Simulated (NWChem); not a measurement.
System: Si₂H₄, singlet; SMILES [SiH][SiH3]

```xyz
6

Si    -0.0804     1.3226     0.0002
H      1.4538     1.2957    -0.0003
Si    -0.0281    -1.0712     0.0001
H      0.7252    -1.5471     1.2092
H      0.7134    -1.5421    -1.2182
H     -1.3734    -1.7262     0.0051
```
Atoms are numbered in this order, from 1.

Low-valent species are run as closed-shell singlets; no triplet was tried in these runs. Coordinates come from a PBE0/def2-SVP optimisation. B3LYP is NWChem's, with the RPA form of VWN correlation.

Task: List the 6 lowest vertical singlet excitations from B3LYP/def2-SVPD, TDA (NWChem).

Result: 
| state | energy (eV) | oscillator strength | leading excitation (squared amplitude) |
|---|---|---|---|
| S1 | 1.99 | 0.006 | HOMO → LUMO (0.98) |
| S2 | 3.50 | 0.005 | HOMO−1 → LUMO (0.98) |
| S3 | 5.14 | 0.006 | HOMO−2 → LUMO (0.99) |
| S4 | 5.35 | 0.006 | HOMO−3 → LUMO (0.92) |
| S5 | 5.76 | 0.024 | HOMO → LUMO+2 (0.55) |
| S6 | 6.11 | 0.457 | HOMO → LUMO+1 (0.44) |
